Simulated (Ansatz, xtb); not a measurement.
# CH8GaNO: which of two isomers lies lower

Structure I: `C[NH2+][GaH2-][OH]`, a singlet. Structure II: `[CH3][Ga@H-]([NH3+])[OH]`, a singlet. Both are isolated molecules in the gas phase, relaxed with B3LYP-D3(BJ)/def2-SVP; the shapes shown needn't be the lowest conformers.

I (Å):

```xyz
12

C    -1.7611    0.4502    1.4027
Ga    0.2778    1.0480   -0.7649
N    -0.4434    1.0963    1.2655
O    -1.3013    1.6977   -1.4484
H    -2.2150    0.6129    2.3936
H    -1.6463   -0.6298    1.2321
H    -2.4082    0.8554    0.6133
H     0.2380    0.7070    1.9201
H    -0.5110    2.0939    1.4792
H     0.5474   -0.4970   -0.9906
H     1.4105    2.1422   -0.6548
H    -1.7336    1.0911   -2.0607
```

II (Å):

```json
{"atom": "C", "x (Å)": "-0.8258", "y (Å)": "0.6658", "z (Å)": "1.0265"}
{"atom": "Ga", "x (Å)": "-1.4187", "y (Å)": "0.4692", "z (Å)": "-0.8568"}
{"atom": "N", "x (Å)": "-0.5189", "y (Å)": "-1.4164", "z (Å)": "-1.4124"}
{"atom": "O", "x (Å)": "-0.2776", "y (Å)": "1.2462", "z (Å)": "-2.0881"}
{"atom": "H", "x (Å)": "0.2740", "y (Å)": "0.6156", "z (Å)": "1.0876"}
{"atom": "H", "x (Å)": "-1.2500", "y (Å)": "-0.1123", "z (Å)": "1.6827"}
{"atom": "H", "x (Å)": "-1.1350", "y (Å)": "1.6434", "z (Å)": "1.4306"}
{"atom": "H", "x (Å)": "-2.9244", "y (Å)": "0.3217", "z (Å)": "-1.3323"}
{"atom": "H", "x (Å)": "-1.1275", "y (Å)": "-2.1074", "z (Å)": "-1.8524"}
{"atom": "H", "x (Å)": "0.0388", "y (Å)": "-1.8803", "z (Å)": "-0.6941"}
{"atom": "H", "x (Å)": "0.1102", "y (Å)": "-1.0279", "z (Å)": "-2.1235"}
{"atom": "H", "x (Å)": "-0.6974", "y (Å)": "1.8555", "z (Å)": "-2.7057"}
```

Quicker runs give these differences E(II) − E(I): GFN2-xTB +33.7 kJ/mol; HF/STO-3G −16.1 kJ/mol (at GFN2-xTB geometries); r2SCAN-D4/def2-SVP −53.7 kJ/mol (at GFN2-xTB geometries).

Question: Which of the two would you expect CCSD(T)/def2-SVP + ΔMP2/def2-TZVPP electronic energies to favour?

Answer: Structure II; the calculation gives E(II) − E(I) = −62.6 kJ/mol.

How the difference moves with the method:

```csv
level,geometry,E(II) − E(I) (kJ/mol),departure from the last row (kJ/mol),"job, with rough time for the two"
GFN2-xTB,GFN2-xTB,+33.7,+96.4,"optimisation, 0.2 s"
HF/STO-3G,GFN2-xTB,−16.1,+46.6,"single point, 0.44 s"
r2SCAN-D4/def2-SVP,GFN2-xTB,−53.7,+8.9,"single point, 3.7 s"
B3LYP-D3(BJ)/def2-SVP,B3LYP-D3(BJ)/def2-SVP,−45.6,+17.0,"optimisation, 1.7 min"
HF/def2-SVP,B3LYP-D3(BJ)/def2-SVP,−44.3,+18.4,part of the CCSD(T) run
MP2/def2-SVP,B3LYP-D3(BJ)/def2-SVP,−53.7,+9.0,part of the CCSD(T) run
CCSD(T)/def2-SVP,B3LYP-D3(BJ)/def2-SVP,−47.2,+15.4,single point
CCSD(T)/def2-SVP + ΔMP2/def2-TZVPP,B3LYP-D3(BJ)/def2-SVP,−62.6,,"single point, 36 s"
```

As drawn, II has 1 C–Ga, 1 N–H in place of 1 C–N, 1 Ga–H.

GFN2-xTB puts the two in the other order. The largest departure from CCSD(T)/def2-SVP + ΔMP2/def2-TZVPP is that of GFN2-xTB, 96.4 kJ/mol. The last row adds to CCSD(T) the change of the MP2 difference between the two basis sets, here −15.4 kJ/mol, a large step that makes the value less sure.

With harmonic frequencies from B3LYP-D3(BJ)/def2-SVP (ideal gas, rigid rotor, one conformer each, 298.15 K, 1 atm): the zero-point term adds −2.1 kJ/mol; ΔH is −61.8 and ΔG −67.5 kJ/mol.

The correlated steps freeze 12 core orbitals; the filled d shell of Ga is correlated, in a basis made for valence electrons. Codes used: Ansatz 0.2.0, xtb 6.7.1; the last row on 2 threads of Arm Neoverse V2 on a shared host.
